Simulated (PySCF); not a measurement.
# Molecular orbitals of ZrF

PBE0 at R = 1.901 Å; basis Zr cc-pVDZ-PP with ECP28, F cc-pVDZ; scalar-relativistic core potentials; PySCF 2.14. State: quartet, unpaired electrons σ ↑, π ↑, δ ↑, a second solution, started from another occupation. Only the outer orbitals are listed, counted within each symmetry, core potentials removing the inner ones.

| spin | orbital | occ. | ε (eV) | on Zr (%) | main shells (%) |
| --- | --- | --- | --- | --- | --- |
| α | 4σ | 1 | -30.39 | 22 | 78 F s, 19 Zr p |
| α | 5σ | 1 | -11.54 | 14 | 84 F p, 10 Zr d |
| α | 2π | 1 | -11.28 | 11 | 89 F p, 9 Zr d |
| α | 2π | 1 | -11.13 | 11 | 89 F p, 8 Zr d |
| α | 6σ | 1 | -5.28 | 100 | 52 Zr d, 47 Zr s |
| α | 1δ | 1 | -5.04 | 100 | 59 Zr d, 38 Zr s |
| α | 3π | 1 | -4.16 | 95 | 79 Zr d, 16 Zr p |
| α | 1δ | 0 | -2.04 | 100 | 100 Zr d |
| α | 3π | 0 | -1.80 | 98 | 61 Zr d, 37 Zr p |
| α | 7σ | 0 | -1.22 | 97 | 48 Zr p, 46 Zr d |
| β | 1π | 1 | -32.74 | 100 | 100 Zr p |
| β | 4σ | 1 | -30.07 | 30 | 70 F s, 27 Zr p |
| β | 5σ | 1 | -11.48 | 13 | 86 F p, 8 Zr d |
| β | 2π | 1 | -11.15 | 9 | 91 F p |
| β | 2π | 1 | -10.97 | 8 | 92 F p |
| β | 6σ | 0 | -1.98 | 100 | 88 Zr s, 10 Zr d |
| β | 1δ | 0 | -0.91 | 100 | 100 Zr d |
| β | 3π | 0 | -0.55 | 97 | 80 Zr d, 17 Zr p |

Problem. Which are the highest filled and the lowest empty level, where do they sit, and how wide is the gap?

Solution. Highest filled α 3π at -4.16 eV (in %: 79 Zr d, 16 Zr p); lowest empty α 1δ at -2.04 eV (in %: 100 Zr d); the gap at PBE0 is 2.12 eV.

```json
{
  "bond order (Mayer)": "1.16",
  "⟨S²⟩": "3.753",
  "charge on Zr (Mulliken, basis-dependent)": "0.34",
  "charge on Zr (Löwdin, basis-dependent)": "0.25",
  "dipole moment (positive dipole means Zr(−)F(+))": "-1.97 D"
}
```

Spin–orbit coupling is left out.
